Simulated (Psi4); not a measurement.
C₄H₉Cl, triplet, at the geometry of the source list (a higher spin typed on purpose: for a closed-shell molecule this is an excited state). Base run: Psi4 1.11 with PBE0/def2-SVP.

Psi4 was given this input:
```
memory 2 GB

molecule {
0 3
  C    -0.29870000    1.42610000   -0.00900000
  C     0.03130000   -0.01950000    0.33420000
  C     1.35980000   -0.44630000   -0.27350000
  C    -1.09450000   -0.95900000   -0.07370000
  Cl    0.19950000   -0.12440000    2.13160000
  H    -0.40810000    1.53000000   -1.08640000
  H    -1.22760000    1.72970000    0.46690000
  H     0.49440000    2.08950000    0.32670000
  H     2.16100000    0.20780000    0.06090000
  H     1.60270000   -1.46570000    0.01550000
  H     1.29810000   -0.39630000   -1.35850000
  H    -1.22680000   -0.92380000   -1.15290000
  H    -2.02740000   -0.66720000    0.40190000
  H    -0.86380000   -1.98090000    0.21630000
}

set basis def2-svp
set reference uks

energy('pbe0')
print_variables()
```

Variants of this job, named by their change:

```tsv
change	basis functions	E (Eh)	dipole (D)
base	119	-617.19332	0.30
basis = cc-pVDZ-DK; relativity = none (with scf_type pk)	119	-617.11544	0.73
basis = cc-pVDZ-DK; relativity = spin-free X2C (with scf_type pk)	119	-618.94343	0.70
```

Total energies compare only within one method and basis.

Open shells are given as the SCF converged; they aren't shown to be the lowest states, and a large step between rows can be another state.

Basis sets contracted for a relativistic Hamiltonian are a mismatch without it, so the rows without relativity aren't non-relativistic limits. No row has spin-orbit coupling; sets with core potentials leave out the core electrons.
